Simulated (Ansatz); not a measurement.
Relaxation of CH8AlBSi (12 atoms, charge 0, multiplicity 1), to a largest force component of 0.02 eV/Å in at most 50 steps.

The calculation used RKS PBE-D4/def2-SVP in Ansatz.

```xyz
12
Properties=species:S:1:pos:R:3
C -0.914 1.869 0.189
B -0.334 0.602 0.810
Si 1.049 -0.344 -0.135
Al 0.410 -2.515 -0.627
H -1.424 0.931 1.080
H -1.405 1.687 -0.812
H -0.147 2.686 0.054
H -0.690 0.210 1.837
H 1.408 0.377 -1.328
H 2.279 -0.410 0.755
H 1.113 -3.790 -0.025
H -0.941 -2.727 -1.515
```

Question: Where does it end, and by what steps?

Answer: It converged. After 19 steps the energy has fallen by 4.899 eV; H5 moved furthest, 0.90 Å. Parted: B2–H5 (1.17 → 2.25 Å).

```tsv
step	energy less start (eV)	largest force component (eV/Å)	accepted
0	0.0000	4.568	yes
1	-1.6590	3.654	yes
2	-2.8958	2.690	yes
3	-3.7426	2.381	yes
4	-4.2197	1.825	yes
5	-4.6356	1.252	yes
6	-4.8385	0.519	yes
7	-4.8545	0.515	yes
8	-4.8843	0.149	yes
9	-4.8879	0.103	yes
10	-4.8910	0.045	yes
11	-4.8929	0.027	yes
12	-4.8950	0.055	yes
13	-4.8967	0.053	yes
14	-4.8977	0.057	yes
15	-4.8981	0.043	yes
16	-4.8982	0.041	yes
17	-4.8982	0.049	yes
18	-4.8985	0.031	yes
19	-4.8986	0.013	yes
```

```xyz
12
Properties=species:S:1:pos:R:3
C -1.127 1.489 0.228
B -0.004 0.622 0.887
Si 1.419 -0.308 -0.155
Al 0.247 -2.435 -0.617
H -2.132 1.308 0.664
H -1.185 1.472 -0.878
H -0.879 2.539 0.526
H -0.030 0.441 2.096
H 1.719 0.300 -1.507
H 2.706 -0.607 0.570
H 0.571 -3.771 0.210
H -0.899 -2.474 -1.741
```

The run took 30 s on 2 threads of Intel(R) Xeon(R) Platinum 8488C (Sapphire Rapids) (shared host), peak memory 0.17 GiB.
